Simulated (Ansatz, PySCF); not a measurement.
This Ansatz (a program for electronic structure) input computes a CCSD(T)/cc-pVDZ energy:

Ansatz 0.2 input:
```yaml
crystal:
  periodic: [false, false, false]
  atoms:
    - {symbol: C, position_ang: [1.06085905, -0.42805695, 0.10006768]}
    - {symbol: N, position_ang: [0.05980472, 0.40121170, 0.30230693]}
    - {symbol: C, position_ang: [-1.09733299, 0.18336432, -0.28443987]}
    - {symbol: H, position_ang: [2.00738854, -0.23630265, 0.58947749]}
    - {symbol: H, position_ang: [0.97173244, -1.30615331, -0.54587194]}
    - {symbol: H, position_ang: [-1.26660063, -0.67202789, -0.94465758]}
    - {symbol: H, position_ang: [-1.91230969, 0.87415778, -0.10886333]}
basis:
  gaussian:
    orbitals: cc-pVDZ
magnetization: {spin_polarized: true, initial_magnetization: 1}
correlation: {method: ccsd_t, electrons: outside_noble_gas}
```

Write an input for the same energy in PySCF and say what it gives.


```python
from pyscf import gto, scf, mp, cc as ccmod

mol = gto.M(
    atom='''
    C     1.06085905   -0.42805695    0.10006768
    N     0.05980472    0.40121170    0.30230693
    C    -1.09733299    0.18336432   -0.28443987
    H     2.00738854   -0.23630265    0.58947749
    H     0.97173244   -1.30615331   -0.54587194
    H    -1.26660063   -0.67202789   -0.94465758
    H    -1.91230969    0.87415778   -0.10886333
    ''',
    basis='cc-pvdz',
    charge=0,
    spin=1,
    verbose=4,
)

mf = scf.UHF(mol)
mf.conv_tol = 1e-10
mf.max_cycle = 100
mf.kernel()
mo, _, stable, _ = mf.stability(return_status=True)
if not stable:
    mf.kernel(mf.make_rdm1(mo, mf.mo_occ))
mp2 = mp.MP2(mf, frozen=3).run()
cc = ccmod.CCSD(mf, frozen=3)
cc.max_cycle = 100
cc.kernel()
et = cc.ccsd_t()
print(f'E(CCSD(T)) = {cc.e_tot + et:.9f}')
```
It gives -132.92096 Eh, and Ansatz -132.92096 Eh, a difference of 0.00 mEh.

It need not be the lowest isomer of its formula.
